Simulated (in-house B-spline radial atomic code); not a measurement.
A fraction x of an electron is removed from 2p in Mg5+, starting from [He] 2s2 2p3 and keeping the highest spin. Level of theory: scalar-relativistic (X2C) PBE, spin-polarised, spherical fractional occupations, Fermi nucleus of rms radius 3.057 fm; calculated with a B-spline radial code for spherical atoms.

| x | E(x) - E(0) (eV) | 2p up level (eV) |
| --- | --- | --- |
| 0 | 0.0000 | -168.792 |
| 0.06 | 10.1933 | -170.985 |
| 0.24 | 41.5662 | -177.615 |
| 0.25 | 43.3442 | -177.986 |
| 0.49 | 87.1333 | -186.944 |
| 0.5 | 89.0046 | -187.320 |
| 0.59 | 106.0160 | -190.714 |
| 0.73 | 133.0873 | -196.026 |
| 0.83 | 152.8808 | -199.846 |
| 0.97 | 181.2354 | -205.226 |
| 1 | 187.4095 | -206.384 |

The exact functional would give a straight line between the two integer points. Deviations E(x) - E(0) - x[E(1) - E(0)], in eV: -1.051 at x = 0.06, -3.412 at x = 0.24, -3.508 at x = 0.25, -4.697 at x = 0.49, -4.7 at x = 0.5, -4.556 at x = 0.59, -3.722 at x = 0.73, -2.669 at x = 0.83, -0.552 at x = 0.97.

The curve lies below the straight line by up to 4.7 eV (at x = 0.5): convex, the delocalisation error that favours fractional charges.

**Question.** How well does Slater's transition state (minus the level at half occupation) give the ionisation energy?

**Answer.** It gives 187.320 eV against 187.410 eV from the two total energies; NIST lists 186.76 eV, ground level to ground level.
